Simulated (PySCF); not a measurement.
# Ionising BeBr

r²SCAN; Be def2-SVPD, Br def2-SVPD; no relativity (PySCF 2.14). Neutral (UKS): doublet (σ ↑), Re = 1.996 Å, ωe = 673 cm⁻¹, De = 3.83 eV, HOMO -5.59 eV, LUMO -2.65 eV.

BeBr⁻ (UKS): singlet (closed shell), Re = 2.230 Å, ωe = 379 cm⁻¹, De = 1.23 eV to Be + Br⁻. The energies at the minima are -2588.56137 hartree for BeBr and -2588.59805 for BeBr⁻.

**Question.** Work out the adiabatic electron affinity, without and with harmonic zero-point energies (1 hartree = 27.2114 eV, 1 eV = 8065.5 cm⁻¹), and the change of the bond length.

**Answer.** At r²SCAN: 0.03668 hartree = 0.998 eV between the minima; the zero-point term (673.0 − 379.0)/2 cm⁻¹ = +0.018 eV makes it 1.016 eV. Re changes by +23.4 pm against the neutral. The electron enters a σ orbital, and the ion is left as a loose complex of an ion and an atom.

For an ion De counts to the pair picked by the measured ionisation energies or electron affinities, which need not be the lowest pair at this level. The highest Kohn–Sham level is positive in this anion. Much of that is self-interaction error, but it also means that the finite basis helps to hold the extra electron. States were picked by a PBE0 search and need not be the measured ground states.
